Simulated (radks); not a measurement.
Values are calculated unless marked as measured or tabulated.
Lu V, 67 electrons, occupied as [Xe] 4f13 (the NIST ground configuration). Level of theory: Dirac Kohn-Sham, PBE, spin-unpolarised, spherical densities, point nucleus; open shells fill j = l - 1/2 first (a radial shooting solver on a logarithmic mesh with Libxc functionals).

Normalised radial functions P(r) = r R(r) (large component), r in bohr:

| r | 4d5/2 | 5s1/2 |
|---|---|---|
| 0.00282 | 0.0002 | 0.1189 |
| 0.003731 | 0.0004 | 0.1397 |
| 0.004897 | 0.0009 | 0.1588 |
| 0.006479 | 0.0020 | 0.1740 |
| 0.008505 | 0.0043 | 0.1791 |
| 0.01125 | 0.0092 | 0.1671 |
| 0.01489 | 0.0193 | 0.1288 |
| 0.01954 | 0.0388 | 0.0596 |
| 0.02586 | 0.0770 | -0.0446 |
| 0.03394 | 0.1434 | -0.1623 |
| 0.04491 | 0.2569 | -0.2603 |
| 0.05942 | 0.4257 | -0.2714 |
| 0.07799 | 0.6296 | -0.1449 |
| 0.1032 | 0.8166 | 0.1137 |
| 0.1355 | 0.8527 | 0.3563 |
| 0.1792 | 0.5862 | 0.3683 |
| 0.2371 | -0.0433 | 0.0207 |
| 0.3113 | -0.8220 | -0.4442 |
| 0.4118 | -1.4030 | -0.5723 |
| 0.5406 | -1.4596 | -0.1162 |
| 0.7153 | -1.0650 | 0.6302 |
| 0.9464 | -0.5535 | 1.0838 |
| 1.242 | -0.2065 | 1.0036 |
| 1.644 | -0.0487 | 0.5976 |
| 2.157 | -0.0071 | 0.2355 |
| 2.854 | -0.0005 | 0.0544 |
| 3.777 | 0.0000 | 0.0065 |

4d5/2: eigenvalue -236.40 eV, 1 radial node at r = 0.233 bohr, <r> = 0.551 bohr, 90 % of the charge inside 0.827 bohr. 5s1/2: eigenvalue -105.49 eV, 4 radial nodes at r = 0.0231, 0.0922, 0.240, 0.565 bohr, <r> = 1.14 bohr, 90 % of the charge inside 1.64 bohr.
